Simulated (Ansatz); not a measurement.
LiNbO₃. The state is a quintet with charge 0. Geometry B3LYP-D4/def2-TZVP; atoms count from 1.

```
atom   x (Å)   y (Å)   z (Å)
 Li1   1.126   1.178   0.073
 Nb2  -0.676  -0.497  -0.681
  O3  -1.070  -1.198   1.258
  O4   0.854  -0.637   0.522
  O5  -0.234   1.155  -1.173
```

In the def2 sets Nb takes a core potential; there is no spin–orbit coupling. The structure holds one bond between oxygen atoms, so isomers without such links may lie far lower. At PBE0-D4/def2-TZVP a triplet of charge 0 lies 1.66 eV below the quintet, each at its own geometry. The structure comes from a short search, and lower isomers may exist.

Q: Estimate the Mulliken populations from the PBE0/def2-TZVP orbitals of Ansatz.

A: 
```
atom  charge (e)  spin (α − β)  d electrons
 Li1        0.79          0.00            –
 Nb2        0.94          1.94         3.16
  O3       -0.29          1.38            –
  O4       -0.65          0.72            –
  O5       -0.80         -0.04            –
```
Mulliken values and Mayer orders depend strongly on the basis.

Q: Where does the spin sit?

A: Summed by element: Li 0.00, Nb 1.94, O 2.06, of 4 unpaired in all. Largest on single atoms: Nb2 1.94, O3 1.38, O4 0.72.

Q: And the Mayer bond orders between bonded heavy atoms (over 0.3)?

A: Nb2–O3 0.59 (2.10 Å); Nb2–O4 0.98 (1.95 Å); Nb2–O5 1.68 (1.78 Å). Values over 0.3 also appear between atoms too far apart for a bond (O3–O4 0.40 at 2.13 Å); they arise where an orbital or an unpaired electron spreads over both atoms.
